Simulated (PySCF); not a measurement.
Isomers of C4H9F3Si2. Method: PBE0-D3(BJ)/def2-SVP geometry optimisation, gas phase in PySCF 2.14.0. Energies are electronic, without zero-point or thermal terms, for one conformer each. No frequencies were run at this level. Point groups hold within 0.08 Å.

**Question.** Order them by energy at this level, lowest first, and give relative energies in kcal/mol.
A. `[F:1][C:2]([F:3])=[C:4]([F:5])[C@@H:6]([SiH3:7])[CH2:8][SiH3:9]` with C2–C4–C6–Si7 117°, C4–C6–C8–Si9 178°
B. `[F:1][C:2]([F:3])([F:4])[CH2:5][CH:6]1[SiH2:7][CH2:8][SiH2:9]1` with C2–C5–C6–Si7 176°, C5–C6–Si7–C8 -144°, C6–Si7–C8–Si9 18°, Si7–C8–Si9–C6 -18°, C5–C6–Si9–C8 144°
C. `[F:1][C:2]([F:3])([F:4])[CH:5]1[CH2:6][SiH2:7][SiH2:8][CH2:9]1` with C2–C5–C6–Si7 -78°, C5–C6–Si7–Si8 -25°, C6–Si7–Si8–C9 1°, Si7–Si8–C9–C5 23°

**Answer.** C (0.0), B (4.8), A (56.4).

As drawn, the lowest has an Si–Si bond, which the highest lacks; the highest has a C=C bond outside aromatic rings, which the lowest lacks.

```csv
SMILES,E (Eh),E rel (kcal/mol),dipole (D),point group,"A, B, C (MHz)"
FC(F)(F)C1C[SiH2][SiH2]C1,-1035.16385,0.0,2.07,–,"1803, 944.8, 805.8"
FC(F)(F)CC1[SiH2]C[SiH2]1,-1035.15616,4.8,2.11,C1,"2375, 643.2, 572.0"
FC(F)=C(F)[C@@H]([SiH3])C[SiH3],-1035.07390,56.4,1.11,C1,"1692, 589.0, 540.3"
```

**Question.** How do the relative energies change in single points at B97-2/pcSseg-1 (no added dispersion term) on the same geometries?

**Answer.** 
```csv
SMILES,PBE0-D3(BJ)/def2-SVP (kcal/mol),B97-2/pcSseg-1 (kcal/mol),shift
FC(F)(F)C1C[SiH2][SiH2]C1,0.0,0.0,0.0
FC(F)(F)CC1[SiH2]C[SiH2]1,4.8,1.6,-3.2
FC(F)=C(F)[C@@H]([SiH3])C[SiH3],56.4,49.7,-6.7
```

Each column counts from its own lowest isomer. The order is unchanged; the largest shift is 6.7 kcal/mol.

**Question.** As an exercise, what shares would exp(−E/RT) give at 500 K from these electronic energies alone (no entropy, no degeneracies)?

**Answer.** RT = 0.994 kcal/mol: FC(F)(F)C1C[SiH2][SiH2]C1 99.2 %, FC(F)(F)CC1[SiH2]C[SiH2]1 0.8 %, FC(F)=C(F)[C@@H]([SiH3])C[SiH3] under 0.1 %.
